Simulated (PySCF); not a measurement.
## Computed structure and properties of [NdSF]−

System: [NdSF]− (singlet in the valence; each metal's 4f electrons, 4 of them, lie in its core potential, out of spins and levels); start: template (Cs). Method: PySCF 2.14.0, RKS PBE0, Nd lcecp-0-SVP with ECP50, S def2-SVP, F def2-SVP; non-relativistic Hamiltonian with scalar-relativistic core potentials where named; density fitting; no spin-orbit coupling.

Input of the relaxation:

```python
mol = gto.M(atom='''
Nd    -0.18124     0.00000    -0.26537
S      2.15406     0.00000     0.77973
F     -2.27124     0.00000     0.66993''',
    basis={'Nd': 'lcecp-0-SVP', 'S': 'def2-SVP', 'F': 'def2-SVP'},
    ecp={'Nd': 'lcecp-0-SVP'},
    charge=-1, spin=0)
mf = dft.RKS(mol, xc='PBE0')
mf.grids.atom_grid = (50, 194)  # f atoms: unpruned, at least (60, 302)
mf = mf.density_fit()  # fitting sets: Nd AutoAux, S def2-universal-JKFIT, F def2-universal-JKFIT
mf.conv_tol = 1e-08; mf.max_cycle = 55
mf.kernel(dm0)  # dm0: converged density of the start geometry
# quasi-Newton relaxation in Cartesian coordinates to a largest gradient under 0.00045 Eh/bohr, steps kept in the point group
```

Run from Python with OMP_NUM_THREADS=2; the lines above give its settings. Where DIIS fails, smearing, a level shift and second-order steps follow.
It took 9.5 s on 2 threads of Arm Neoverse V2, with other jobs on the host, from the converged density of the start.

Course of the relaxation:

| step | energy above end (eV) | largest force component within the symmetry (eV/Å) |
| --- | --- | --- |
| 0 | 0.0477 | 1.137 |
| 1 | 0.0157 | 0.595 |
| 2 | 0.0019 | 0.056 |
| 3 | 0.0012 | 0.052 |
| 4 | 0.0003 | 0.057 |
| 5 | 0.0000 | 0.024 |
| 6 | 0.0000 | 0.004 |

Relaxed geometry (Cs):

```xyz
3

Nd   -0.2283    0.0000   -0.3332
S     2.1274    0.0000    0.8204
F    -2.1976    0.0000    0.6972
```

```csv
contact,Å
Nd1–S2 (S),2.623
Nd1–F3 (F),2.223
```

On the finer grid (75, 302):

- HOMO: not given (4f levels lie in the core)
- LUMO: not given (4f levels lie in the core)
- Dipole about the centre of mass: 9.50 D
- Set of Mulliken populations of Nd1 outside the core potential: s 2.27, p 6.28, d 1.21, f 0.03
- D3(BJ) dispersion energy (not in the energies): -0.047 eV

| atom | Mulliken (e) | Löwdin (e) | spin (e) |
| --- | --- | --- | --- |
| Nd1 | 0.21 | -0.06 | 0.00 |
| S2 | -0.64 | -0.45 | 0.00 |
| F3 | -0.56 | -0.49 | 0.00 |

The 4f levels lie in the core potential and are missing. The highest filled level lies above zero, as often for anions with such functionals and bases; it isn't the detachment energy.

On the grid (50, 194), as all that follows. Harmonic modes: a minimum; lowest 84 cm⁻¹ (negative: unstable), highest 431 cm⁻¹, zero-point energy 0.052 eV.

Rigid scan of S along the line from its metal:

```tsv
distance to S2 (Å)	energy (eV)
2.32	0.650
2.42	0.256
2.52	0.057
2.62	0.000
2.72	0.045
2.82	0.163
2.92	0.328
3.07	0.630
```

Taking off one F (charge -1, singlet; the rest: singlet) in vacuum, both parts rigid, costs 5.11 eV; the small basis without counterpoise inflates it.

Rigid scan of F along the line from its metal:

| distance to F3 (Å) | energy (eV) |
| --- | --- |
| 1.92 | 0.816 |
| 2.02 | 0.310 |
| 2.12 | 0.066 |
| 2.22 | 0.000 |
| 2.32 | 0.049 |
| 2.42 | 0.170 |
| 2.62 | 0.523 |
| 2.92 | 1.119 |
| 3.32 | 1.835 |
| 3.82 | 2.545 |

One start shape was tried, so this needn't be the lowest isomer.

An lcecp potential fixes the number of 4f electrons, so in runs with it no electron can move into or out of that shell; real Nd(II) is rare or takes another configuration.
